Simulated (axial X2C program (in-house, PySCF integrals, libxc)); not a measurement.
**Correcting the dissociation energy of TeSe for spin–orbit coupling**

A spin-free PBE0 curve (one-electron X2C) was computed with an in-house relativistic program for diatomic molecules, basis Te dyall-cv3z [11s12p8d4f1g], Se dyall-cv3z [8s9p6d4f1g] (cores contracted in-house), for the state M_S = 1, Λ = 0 (beyond evenly filled blocks: π+α, π-α). It gives D0 = 3.336 eV to Te + Se, which in a spin-free picture are the weighted means of the ground terms.

Measured levels of the ground terms (NIST Handbook of Basic Atomic Spectroscopic Data), in cm⁻¹: Te 3P: J = 2 at 0, J = 0 at 4706.5, J = 1 at 4750.7; Se 3P: J = 2 at 0, J = 1 at 1989.5, J = 0 at 2534.4.

The molecular state has Λ = 0, so it has no first-order lowering.

(1) How far does each ground level lie under the (2J+1)-weighted mean of its term?

(2) Correct D0.

Second-order spin–orbit effects in the molecule, which grow quickly with Z, are left out. The state is one determinant whose occupation by symmetry is held fixed; it was picked as the lowest of a PBE0 search that is not exhaustive. Dissociation energies refer to the lowest single-determinant-based atoms at the same level and basis. Other states lie close and PBE0, whose exact exchange favours high spin, may order them wrongly; the determinant shown need not be the ground state. The nearest other spin-free determinant of the search, M_S = 0, Λ = 2, lies 0.57 eV up at the distance of the search.

## Answers

(1) Te: (5 × 0 + 1 × 4706.5 + 3 × 4750.7)/9 = 2107 cm⁻¹; Se: (5 × 0 + 3 × 1989.5 + 1 × 2534.4)/9 = 945 cm⁻¹.

(2) D0 = 3.336 + (0 − 3052)/8065.5 = 2.958 eV at PBE0 with these spin–orbit terms.
